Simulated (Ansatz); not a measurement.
Relaxation of BFH$_{4}$OSn (8 atoms, charge 0, multiplicity 1), to a largest force component of 0.015 eV/Å in at most 40 steps.

Theory: RKS PBE0-D4/def2-SVP in Ansatz.

```xyz
8
Properties=species:S:1:pos:R:3
O -0.526 1.751 -0.835
B -0.088 1.040 0.303
Sn 0.067 2.130 2.217
F -0.508 3.946 2.009
H -1.556 1.674 -0.837
H 0.162 -0.120 0.232
H -1.062 1.358 3.406
H 1.650 2.000 2.842
```

**Question.** Where does it end, and by what steps?

**Answer.** The run converged. After 17 steps the energy has fallen by 1.358 eV; H5 moved furthest, 1.26 Å.

| step | energy less start (eV) | largest force component (eV/Å) | accepted |
| --- | --- | --- | --- |
| 0 | 0.0000 | 2.680 | yes |
| 1 | -0.2777 | 1.239 | yes |
| 2 | -0.4454 | 1.568 | yes |
| 3 | -0.6635 | 2.532 | yes |
| 4 | -0.9882 | 1.157 | yes |
| 5 | -1.1004 | 0.627 | yes |
| 6 | -1.1279 | 0.651 | yes |
| 7 | -1.1733 | 0.578 | yes |
| 8 | -1.1857 | 1.168 | yes |
| 9 | -1.2683 | 0.222 | yes |
| 10 | -1.2721 | 0.206 | yes |
| 11 | -1.3272 | 0.276 | yes |
| 12 | -1.3181 | 1.175 | no |
| 13 | -1.3486 | 0.342 | yes |
| 14 | -1.3500 | 0.333 | yes |
| 15 | -1.3554 | 0.114 | yes |
| 16 | -1.3583 | 0.031 | yes |
| 17 | -1.3583 | 0.015 | yes |

```xyz
8
Properties=species:S:1:pos:R:3
O -0.730 1.644 -0.603
B -0.167 0.781 0.233
Sn 0.054 1.818 2.247
F -0.796 3.385 1.321
H -0.909 2.504 -0.147
H 0.137 -0.334 -0.116
H -0.987 1.529 3.578
H 1.537 2.453 2.825
```

Whether the end is a true minimum wasn't checked by a vibrational analysis.

Run time: 92 s on 1 thread of Arm Neoverse V1 (shared host), peak memory 0.18 GiB.
